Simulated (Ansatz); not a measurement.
Geometry optimisation, RHF/def2-SVP (Ansatz).

The input (input.yaml):

```yaml
crystal:
  periodic: [false, false, false]
  atoms:
    - { symbol: Ge, position_ang: [-0.525692, 0.0, -0.479511] }
    - { symbol: H, position_ang: [0.128859, 1.3e-05, 2.214295] }
    - { symbol: F, position_ang: [0.978485, -1.0e-06, 0.351758] }
    - { symbol: H, position_ang: [-0.559075, 1.297246, -1.264705] }
    - { symbol: H, position_ang: [-0.559077, -1.297247, -1.264703] }
    - { symbol: Cl, position_ang: [-2.278311, 1.0e-06, 0.84104] }
    - { symbol: H, position_ang: [-0.432689, -1.3e-05, 2.647027] }
basis:
  gaussian: { orbitals: def2-SVP }
hamiltonian:
  xc: hf
relax:
  f_tol: 0.03
  max_steps: 50
output:
  orbitals: {}
```

Command:

```bash
$ ansatz run input.yaml --threads 1 --pin off --max-ram 2048MiB --backend cpu --events-out ev --progress --plain --runs-dir out
```

Task: Where does it end, and by what steps?

Result: It converged. The force dipped under the threshold on the way, but the program's further checks kept it going. After 26 steps the energy has fallen by 0.442 eV; H7 moved furthest, 1.60 Å.

```csv
step,energy less start (eV),largest force component (eV/Å),accepted
0,0.0000,1.309,yes
1,-0.2305,0.272,yes
2,-0.3374,0.226,yes
3,-0.3916,0.163,yes
4,-0.4162,0.127,yes
5,-0.4286,0.150,yes
6,-0.4341,0.055,yes
7,-0.4063,1.388,no
8,-0.4367,0.016,yes
9,-0.4354,0.451,no
10,-0.4377,0.061,yes
11,-0.4383,0.103,yes
12,-0.4386,0.177,yes
13,-0.4393,0.106,yes
14,-0.4399,0.037,yes
15,-0.4403,0.051,yes
16,-0.4405,0.063,yes
17,-0.4407,0.088,yes
18,-0.4409,0.076,yes
19,-0.4411,0.081,yes
20,-0.4412,0.062,yes
21,-0.4414,0.067,yes
22,-0.4414,0.063,yes
23,-0.4415,0.044,yes
24,-0.4416,0.022,yes
25,-0.4416,0.021,yes
26,-0.4417,0.029,yes
```

```xyz
7
Properties=species:S:1:pos:R:3
Ge -0.749 0.000 -0.925
H 0.468 0.000 3.174
F 0.172 0.000 0.527
H -0.433 1.291 -1.656
H -0.434 -1.291 -1.656
Cl -2.812 -0.001 -0.337
H 0.542 0.000 3.918
```

Whether the end is a true minimum wasn't checked by a vibrational analysis.

The run took 49 s on 1 thread of Arm Neoverse V1 (shared host), peak memory 0.16 GiB.
